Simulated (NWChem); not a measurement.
Molecule: C2H7OSi, doublet; SMILES C[Si](C)O

```xyz
11

C     -1.0648    -1.3854    -0.1755
Si     0.0602    -0.0057     0.4155
C     -0.5601     1.6708    -0.1917
O      1.5747    -0.3627    -0.2220
H     -0.6919    -2.3672     0.1518
H     -2.0857    -1.2549     0.2148
H     -1.1124    -1.3882    -1.2780
H     -0.6087     1.6832    -1.2945
H      0.0910     2.4977     0.1315
H     -1.5704     1.8689     0.2000
H      2.2870     0.2296     0.0362
```
Atoms are numbered in this order, from 1.

Results from NWChem. Spin-unrestricted. All runs use the structure optimised with PBE0/def2-SVP, spin-unrestricted. Not confirmed as a minimum by frequencies. No stability test was run on the SCF state. Total energies compare along this basis series because the functional is fixed.

```json
[
 {"level": "UHF/def2-SVP", "basis functions": "95", "energy (Ha)": "-443.4190", "highest occupied level (eV)": "-8.27", "lowest empty minus highest occupied level, either spin (eV)": "10.60", "dipole (D)": "1.35", "<S²>": "0.753"},
 {"level": "UHF/def2-SVPD", "basis functions": "143", "energy (Ha)": "-443.4341", "highest occupied level (eV)": "-8.35", "lowest empty minus highest occupied level, either spin (eV)": "?", "dipole (D)": "1.27", "<S²>": "0.753"},
 {"level": "UHF/def2-TZVP", "basis functions": "172", "energy (Ha)": "-443.7090", "highest occupied level (eV)": "-8.35", "lowest empty minus highest occupied level, either spin (eV)": "10.46", "dipole (D)": "1.27", "<S²>": "0.753"},
 {"level": "UHF/def2-TZVPP", "basis functions": "233", "energy (Ha)": "-443.7129", "highest occupied level (eV)": "-8.35", "lowest empty minus highest occupied level, either spin (eV)": "10.46", "dipole (D)": "1.24", "<S²>": "0.753"}
]
```

Fill in the missing entries.


- UHF/def2-SVPD, lowest empty minus highest occupied level, either spin (eV): 9.90
